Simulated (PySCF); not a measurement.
**Exact simulation of a proton spin system**

Molecule: 2-penten-4-olide, C5H6O2.

Molfile (atoms numbered from 1):
```
C5H6O2
     RDKit          3D

 13 13  0  0  0  0  0  0  0  0999 V2000
    1.9574   -0.0043   -0.0814 C   0  0  0  0  0  0  0  0  0  0  0  0
    0.5614    0.3536   -0.5539 C   0  0  1  0  0  0  0  0  0  0  0  0
   -0.3706   -0.8129   -0.6848 C   0  0  0  0  0  0  0  0  0  0  0  0
   -1.4238   -0.6221    0.1117 C   0  0  0  0  0  0  0  0  0  0  0  0
   -1.2515    0.6764    0.8087 C   0  0  0  0  0  0  0  0  0  0  0  0
   -1.9616    1.2193    1.6015 O   0  0  0  0  0  0  0  0  0  0  0  0
   -0.0712    1.2083    0.3841 O   0  0  0  0  0  0  0  0  0  0  0  0
    2.4629   -0.6422   -0.8214 H   0  0  0  0  0  0  0  0  0  0  0  0
    2.5532    0.9082    0.0590 H   0  0  0  0  0  0  0  0  0  0  0  0
    1.9085   -0.5425    0.8764 H   0  0  0  0  0  0  0  0  0  0  0  0
    0.6232    0.8968   -1.5160 H   0  0  0  0  0  0  0  0  0  0  0  0
   -0.1722   -1.6635   -1.3393 H   0  0  0  0  0  0  0  0  0  0  0  0
   -2.2890   -1.2628    0.2733 H   0  0  0  0  0  0  0  0  0  0  0  0
  1  2  1  0
  2  3  1  0
  3  4  2  0
  4  5  1  0
  5  6  2  0
  5  7  1  0
  7  2  1  0
  1  8  1  0
  1  9  1  0
  1 10  1  0
  2 11  1  6
  3 12  1  0
  4 13  1  0
M  END
```

Averaged over atoms made equivalent by symmetry, fast rotation or ring inversion, no relativistic terms, a single conformation, isolated molecule. GIAO PBE0/pcSseg-1 shieldings; J: B3LYP/pcJ-1 (without the spin–dipole term); structure optimised with PBE0-D3(BJ)/def2-SVP; PySCF 2.14.

Referencing at the same level of theory: ¹H (σ = 31.27 ppm) vs TMS.

Shifts (ppm): H8/H9/H10 1.34, H11 4.80, H12 7.40, H13 6.08.
Couplings (Hz): H8–H9, H8–H10, H9–H10: -14.0; H8–H11, H9–H11, H10–H11: 7.8; H8–H12, H9–H12, H10–H12: -0.2; H8–H13, H9–H13, H10–H13: 0.2; H11–H12: 2.2; H11–H13: -2.8; H12–H13: 6.4.

The 6-spin Hamiltonian (Zeeman plus full scalar coupling among like nuclei) was diagonalised exactly; lines are Lorentzian, 1.0 Hz wide, and the maxima above 3 % are listed with the tallest set to 100.

**Question.** Give the ¹H peak list of this spin system at 60 MHz.

**Answer.** 
```csv
Hz,ppm,height
448.5,7.474,16
446.2,7.438,16
442.1,7.368,18
439.9,7.331,19
369.3,6.155,17
366.5,6.108,19
362.9,6.048,15
360.1,6.002,16
300.0,5.000,3
294.5,4.908,7
292.2,4.869,10
289.6,4.826,6
286.7,4.778,7
284.4,4.739,11
281.8,4.696,6
279.0,4.650,3
276.7,4.611,4
84.2,1.403,100
76.5,1.274,92
```

**Question.** And at 800 MHz?

**Answer.** 
| Hz | ppm | height |
| --- | --- | --- |
| 5924.3 | 7.405 | 17 |
| 5922.2 | 7.403 | 17 |
| 5917.9 | 7.397 | 17 |
| 5915.8 | 7.395 | 17 |
| 4868.6 | 6.086 | 17 |
| 4865.8 | 6.082 | 17 |
| 4862.2 | 6.078 | 17 |
| 4859.4 | 6.074 | 17 |
| 3851.8 | 4.815 | 4 |
| 3851.6 | 4.815 | 4 |
| 3846.4 | 4.808 | 7 |
| 3844.0 | 4.805 | 10 |
| 3843.8 | 4.805 | 10 |
| 3841.4 | 4.802 | 8 |
| 3838.6 | 4.798 | 8 |
| 3836.2 | 4.795 | 11 |
| 3836.1 | 4.795 | 11 |
| 3833.6 | 4.792 | 7 |
| 3828.5 | 4.786 | 4 |
| 1075.9 | 1.345 | 100 |
| 1068.1 | 1.335 | 99 |

**Question.** Among coupled protons with different shifts, which pair is furthest from first order, and how does the field change that?

**Answer.** H12 and H13: Δν/J is about 12.4 at 60 MHz (close to first order) and 165.0 at 800 MHz (close to first order). J in Hz doesn't depend on the field, while Δν in Hz grows in proportion to it.

Unscaled 3J(H,H) at this level run about 10 % above measured values.
